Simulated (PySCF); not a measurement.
AgI, SMILES [I][Ag], multiplicity 1.

The structure is a stationary point at B3LYP-D3(BJ)/def2-TZVP. The spin state was assumed, not searched. The def2 effective core potentials stand for the cores of Ag, I; spin–orbit coupling is left out.

Two levels are set side by side: TDDFT-PBE/def2-TZVPD (PySCF) and TDDFT-ωB97X/def2-TZVPD (PySCF). Vertical, same geometry. The lowest singlet is HOMO→LUMO 100 % with PBE and HOMO→LUMO 94 % with the other functional; states are paired by order. Differences are taken from unrounded values.

| quantity | TDDFT-ωB97X | TDDFT-PBE | TDDFT-PBE minus TDDFT-ωB97X |
|---|---|---|---|
| lowest singlet excitation (eV) | 3.18 | 2.00 | -1.18 |
| lowest triplet excitation (TDA) (eV) | 2.95 | 1.74 | -1.21 |
| first bright state (f over 0.05) (eV) | 3.89 | 3.43 | -0.47 |
| its oscillator strength | 0.11 | 0.11 | 0.00 |

Functionals without exact exchange tend to place singlet excitations lower, as here. Differences between two approximate levels are no errors against the true value.

Rough cost on one machine, each run with all the roots and properties that it gave: TDDFT-ωB97X against TDDFT-PBE about 7 times.
